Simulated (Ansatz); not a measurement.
CH6FGeIn, SMILES `[CH3][In]([F])[GeH3]`. Charge 0, multiplicity 1. In: def2 effective core potential.

Z-matrix (Å, degrees):
```
C
In 1 2.139
H 1 1.090 2 108.5
H 1 1.092 2 109.0 3 -118.2
H 1 1.090 2 111.6 3 121.5
F 2 1.974 1 108.7 3 31.1
Ge 2 2.591 1 141.3 3 -149.4
H 7 1.539 2 110.3 1 55.6
H 7 1.535 2 111.4 1 176.5
H 7 1.540 2 110.0 1 -62.7
```

Q: List the harmonic frequencies (cm⁻¹, unscaled) at PBE0-D4/def2-TZVP in Ansatz. (Estimate.)

A: Ansatz gave: 22i, 14i, 72, 102, 129, 210, 405, 426, 514, 555, 687, 724, 776, 882, 882, 1189, 1445, 1446, 2134, 2143, 2165, 3064, 3155, 3173.
